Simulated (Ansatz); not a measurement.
Geometry optimisation, UKS PBE0-D4/def2-SVP in Ansatz 0.2.0.

Input file:

```yaml
crystal:
  periodic: [false, false, false]
  atoms:
    - { symbol: Al, position_ang: [-0.2689, 0.193241, -0.329794] }
    - { symbol: H, position_ang: [0.330778, 0.499794, 2.346235] }
    - { symbol: C, position_ang: [1.624653, -0.035293, -0.842554] }
    - { symbol: H, position_ang: [1.801528, -1.124575, -0.764269] }
    - { symbol: H, position_ang: [1.679772, 0.203452, -1.920499] }
    - { symbol: C, position_ang: [2.647138, 0.74823, -0.027689] }
    - { symbol: H, position_ang: [3.682175, 0.521808, -0.332055] }
    - { symbol: H, position_ang: [2.508727, 1.836057, -0.138919] }
    - { symbol: H, position_ang: [2.558102, 0.515216, 1.044122] }
    - { symbol: O, position_ang: [-1.446883, -0.519904, -1.348632] }
    - { symbol: H, position_ang: [-2.397068, -0.481098, -1.225461] }
    - { symbol: F, position_ang: [0.808378, -0.255227, 2.599915] }
magnetization:
  spin_polarized: true
  initial_magnetization: 1
basis:
  gaussian: { orbitals: def2-SVP }
hamiltonian:
  xc: pbe0
  dispersion: d4
relax:
  f_tol: 0.03
  max_steps: 50
```

Command:

```bash
$ ansatz run input.yaml --threads 4 --pin off --max-ram 5120MiB --backend cpu --events-out ev --progress --plain --runs-dir out
```

Q: Where does it end, and by what steps?

A: The forces met the threshold. The force dipped under the threshold on the way, but the program's further checks kept it going. After 14 steps the energy has fallen by 0.175 eV; F12 moved furthest, 1.07 Å.

```tsv
step	energy less start (eV)	largest force component (eV/Å)	accepted
0	0.0000	0.041	yes
1	0.0000	1.099	yes
2	-0.0316	0.765	yes
3	-0.0714	0.456	yes
4	-0.1036	1.121	yes
5	-0.1442	0.878	yes
6	-0.1621	0.610	yes
7	-0.1667	0.186	yes
8	-0.1715	0.040	yes
9	-0.1724	0.019	yes
10	-0.1734	0.050	yes
11	-0.1739	0.045	yes
12	-0.1742	0.088	yes
13	-0.1744	0.063	yes
14	-0.1746	0.026	yes
```

```xyz
12
Properties=species:S:1:pos:R:3
Al -0.213 0.394 -0.367
H 0.193 0.707 2.162
C 1.669 0.081 -0.896
H 1.774 -1.018 -0.964
H 1.785 0.459 -1.928
C 2.736 0.678 0.016
H 3.760 0.452 -0.326
H 2.655 1.777 0.077
H 2.654 0.290 1.045
O -1.335 -0.832 -0.813
H -2.286 -0.745 -0.722
F 0.136 -0.142 1.776
```

Whether the end is a true minimum wasn't checked by a vibrational analysis.

Run time: 31 s on 4 threads of Arm Neoverse V2 (shared host), peak memory 0.33 GiB.
